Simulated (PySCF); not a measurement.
**A PySCF run on CaZn⁺**

State: ²Σ⁺ (doublet), unpaired electrons σ ↑.

An equivalent input (the run itself took its basis sets from the Basis Set Exchange, started from a PBE0 density and held the occupation σ 13α 12β, πx 5α 5β, πy 5α 5β, δx 1α 1β, δy 1α 1β):

```python
from pyscf import gto, dft
mol = gto.M(atom='Ca 0 0 0; Zn 0 0 3.245', basis={'Ca': 'pcseg-1', 'Zn': 'pcseg-1'},
            charge=1, spin=1, verbose=4, symmetry='C2v')
mf = dft.UKS(mol, xc='CAMB3LYP')
mf.grids.atom_grid = (80, 434)
mf.grids.prune = dft.gen_grid.treutler_prune
mf.irrep_nelec = {'A1': (14, 13), 'A2': (1, 1), 'B1': (5, 5), 'B2': (5, 5)}
mf.conv_tol = 1e-9
mf.max_cycle = 60
mf.diis_space = 10
mf.kernel()
```

The log (some set-up lines and the per-cycle HOMO/LUMO lines removed):

```
******** <class 'pyscf.dft.uks_symm.SymAdaptedUKS'> ********
method = SymAdaptedUKS
damping factor = 0
level_shift factor = 0
DIIS = <class 'pyscf.scf.diis.CDIIS'>
diis_start_cycle = 1
diis_space = 10
diis_damp = 0
SCF conv_tol = 1e-09
SCF conv_tol_grad = None
SCF max_cycles = 60
number electrons alpha = 25  beta = 24
Set gradient conv threshold to 3.16228e-05
init E= -2456.61313983478
cycle= 1 E= -2456.61352994389  delta_E= -0.00039  |g|= 0.0217  |ddm|= 0.0753
cycle= 2 E= -2456.61349136446  delta_E= 3.86e-05  |g|= 0.0269  |ddm|= 0.0476
cycle= 3 E= -2456.61371278529  delta_E= -0.000221  |g|= 0.00106  |ddm|= 0.0185
cycle= 4 E= -2456.61371772878  delta_E= -4.94e-06  |g|= 0.000582  |ddm|= 0.0111
cycle= 5 E= -2456.61371886629  delta_E= -1.14e-06  |g|= 0.000182  |ddm|= 0.0054
cycle= 6 E= -2456.61371919315  delta_E= -3.27e-07  |g|= 0.000128  |ddm|= 0.00255
cycle= 7 E= -2456.61371935906  delta_E= -1.66e-07  |g|= 8.13e-05  |ddm|= 0.00183
cycle= 8 E= -2456.61371945017  delta_E= -9.11e-08  |g|= 4.38e-05  |ddm|= 0.00148
cycle= 9 E= -2456.61371949082  delta_E= -4.07e-08  |g|= 1.16e-05  |ddm|= 0.00146
cycle= 10 E= -2456.61371949243  delta_E= -1.61e-09  |g|= 5.14e-06  |ddm|= 0.000232
cycle= 11 E= -2456.61371949275  delta_E= -3.14e-10  |g|= 1.41e-06  |ddm|= 0.000105
Extra cycle  E= -2456.61371949276  delta_E= -1.41e-11  |g|= 8.72e-07  |ddm|= 7.42e-06
converged SCF energy = -2456.61371949276  <S^2> = 0.75615148  2S+1 = 2.006142
```

Repeating this along the bond gives Re = 3.260 Å and ωe = 117 cm⁻¹.

A point of this curve took 1.6 CPU seconds beside 0.67 for the integrals, on Oxide Virtual Turin-like (shared host).

The state is the lowest determinant that a PBE0 search found; another state may lie lower at other levels.
